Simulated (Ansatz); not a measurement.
The cluster Hg3TeBr4. Charge 0, multiplicity 3. Geometry PBE-D4/def2-SVP, that of the neutral singlet; atoms count from 1.

| atom | x (Å) | y (Å) | z (Å) |
| --- | --- | --- | --- |
| Hg1 | 1.081 | -1.920 | -0.032 |
| Hg2 | -1.241 | 0.648 | -1.806 |
| Hg3 | 0.606 | 1.684 | 1.465 |
| Te4 | 1.287 | 1.199 | -1.086 |
| Br5 | -3.588 | 0.287 | -2.464 |
| Br6 | 2.058 | -1.451 | 2.201 |
| Br7 | -0.146 | -2.718 | -2.040 |
| Br8 | -0.058 | 2.272 | 3.762 |

In the def2 sets Hg, Te take a core potential; there is no spin–orbit coupling. At PBE0-D4/def2-SVP a singlet of charge 0 lies 3.06 eV below the triplet at the same geometry. The structure comes from a short search, and lower isomers may exist.

(1) Estimate the Mulliken populations from the PBE0/def2-SVP orbitals of Ansatz.

(2) Where does the spin sit?

(3) And the Mayer bond orders between heavy atoms (over 0.3)?

## Answers

(1) 
| atom | charge (e) | spin (α − β) | d electrons |
| --- | --- | --- | --- |
| Hg1 | 0.44 | 0.06 | 9.97 |
| Hg2 | 0.24 | 0.22 | 9.96 |
| Hg3 | 0.26 | 0.20 | 9.96 |
| Te4 | 0.11 | 1.08 | – |
| Br5 | -0.31 | 0.15 | – |
| Br6 | -0.21 | 0.08 | – |
| Br7 | -0.21 | 0.08 | – |
| Br8 | -0.31 | 0.13 | – |
Mulliken values depend strongly on the basis.

(2) Summed by element: Hg 0.48, Te 1.08, Br 0.44, of 2 unpaired in all. Largest on single atoms: Te4 1.08, Hg2 0.22, Hg3 0.20.

(3) Hg1–Br6 0.83 (2.48 Å); Hg1–Br7 0.83 (2.49 Å); Hg2–Te4 0.53 (2.69 Å); Hg2–Br5 0.84 (2.46 Å); Hg3–Te4 0.56 (2.68 Å); Hg3–Br8 0.84 (2.46 Å).
